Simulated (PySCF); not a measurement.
**Broadened absorption spectrum of C4H4F3N3**

C4H4F3N3.
Atom-mapped SMILES: `[F:1][C:2]([F:3])([F:4])[CH2:5][n:6]1[n:7][cH:8][cH:9][n:10]1` (hydrogens: H11, H12 on C5; H13 on C8; H14 on C9)

Cartesian coordinates in Å at the GFN2-xTB level; atoms count from 1:
```
atom  x, y, z in Å
F1    -3.2167   -0.0352    0.4837
C2    -1.9020    0.2184    0.5563
F3    -1.7571    1.5446    0.5107
F4    -1.4939   -0.1802    1.7632
C5    -1.1519   -0.4901   -0.5773
N6     0.2508   -0.2259   -0.5091
N7     0.8035    0.8093   -1.1007
C8     2.0798    0.7356   -0.7709
C9     2.2523   -0.3916    0.0435
N10    1.0762   -0.9739    0.1883
H11   -1.3236   -1.5649   -0.4744
H12   -1.5456   -0.1166   -1.5264
H13    2.7924    1.4548   -1.1146
H14    3.1352   -0.7847    0.5006
```

The calculation used PySCF, TDDFT CAM-B3LYP/def2-SVPD, vertical, gas phase, core orbitals frozen in the response.

Each state is given a Gaussian of 0.4 eV full width at half maximum, with ε(max) = 2.175×10⁸ f / Δν̃ (Δν̃ the width in cm⁻¹). The width is an assumption, not a result. The curve ends short of the highest state used, and states not computed would add to its high-energy end.

λ (nm), ε (L mol⁻¹ cm⁻¹) and a bar:
```
    153.8       3123 #######
    155.1       3257 #######
    156.5       3079 #######
    157.9       2657 ######
    159.3       2292 #####
    160.7       2221 #####
    162.1       2456 #####
    163.5       2810 ######
    164.9       3046 #######
    166.3       3009 #######
    167.6       2721 ######
    169.0       2228 #####
    170.4       1679 ####
    171.8       1205 ###
    173.2        911 ##
    174.6        903 ##
    176.0       1303 ###
    177.4       2244 #####
    178.8       3818 ########
    180.1       5813 #############
    181.5       8321 ##################
    182.9      10790 ########################
    184.3      12712 ############################
    185.7      13658 ##############################
    187.1      13436 ##############################
    188.5      12150 ###########################
    189.9      10136 ######################
    191.3       7830 #################
    192.6       5769 #############
    194.0       3879 #########
    195.4       2439 #####
    196.8       1438 ###
    198.2        798 ##
    199.6        418 #
    201.0        207 
    202.4         97 
    203.7         46 
    205.1         20 
    206.5          8 
    207.9          3 
    209.3          1 
    210.7          0 
    212.1          0 
    213.5          0
```

Question: Where are the band maxima, and which computed states make them?

Answer: 186 nm (6.66 eV), ε about 14000, made up of S2 (100%); 165 nm (7.49 eV), ε about 3100, made up of S3 (17%) and S4 (82%); 155 nm (7.99 eV), ε about 3300, made up of S5 (96%) (ε in L mol⁻¹ cm⁻¹; maxima over ε = 5, shares over 10%). The states used: S1 6.41 eV (f 0.0001); S2 6.66 eV (f 0.203); S3 7.34 eV (f 0.012); S4 7.52 eV (f 0.037); S5 7.99 eV (f 0.046); S6 8.54 eV (f 0.196); S7 8.55 eV (f 0.0014); S8 8.66 eV (f 0.011).

Question: Coming from long wavelengths, where does ε first pass 100 L mol⁻¹ cm⁻¹?

Answer: At about 202 nm (6.13 eV), 0.28 eV below S1.

Question: What would ε be at 6.66 eV, the highest of these maxima, with half the width (0.2 eV)?

Answer: About 27400 L mol⁻¹ cm⁻¹ against 13700, a factor of about 2.00; a lone state at its own centre would give exactly 2.

Question: On this curve, what absorbance would a 10⁻⁴ mol/L sample give at 193 nm over a 1 cm path?

Answer: 193 nm is 6.424 eV, where ε is about 5200 L mol⁻¹ cm⁻¹, so A = ε c l ≈ 0.52 (Beer–Lambert, with the gas-phase spectrum and the assumed width).

One conformer stands for the species.
